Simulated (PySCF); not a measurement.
C₂H₄F₂Si, SMILES C=C(F)[SiH2]F.

Coordinates come from a B3LYP-D3(BJ)/def2-SVP optimisation. The structure was generated by enumeration, and PubChem lists no compound with its InChIKey, so it may never have been made. One conformer was computed; it need not be the lowest.

Two levels are set side by side: TDA-PBE/def2-SVPD (PySCF) and TDA-M06-2X/def2-SVPD (PySCF). Vertical, same geometry. The lowest singlet is HOMO→LUMO+1 100 % with PBE and HOMO→LUMO+1 86 % with the other functional; states are paired by order. Differences are taken from unrounded values.

```
quantity                               TDA-M06-2X
-------------------------------------  ----------
lowest singlet excitation (eV)               6.84
lowest triplet excitation (TDA) (eV)         4.51
first bright state (f over 0.05) (eV)        7.58
its oscillator strength                      0.49
```

Q: What does TDA-PBE give, and how far is it from TDA-M06-2X? (The exact figures need the calculation; the answer reports its results.)

A: 
| quantity | TDA-PBE | TDA-PBE minus TDA-M06-2X |
|---|---|---|
| lowest singlet excitation (eV) | 5.67 | -1.17 |
| lowest triplet excitation (TDA) (eV) | 4.23 | -0.28 |
| first bright state (f over 0.05) (eV) | 6.88 | -0.70 |
| its oscillator strength | 0.14 | -0.34 |

Functionals without exact exchange tend to place singlet excitations lower, as here. Differences between two approximate levels are no errors against the true value.

Rough cost on one machine, each run with all the roots and properties that it gave: TDA-M06-2X against TDA-PBE about 9 times.
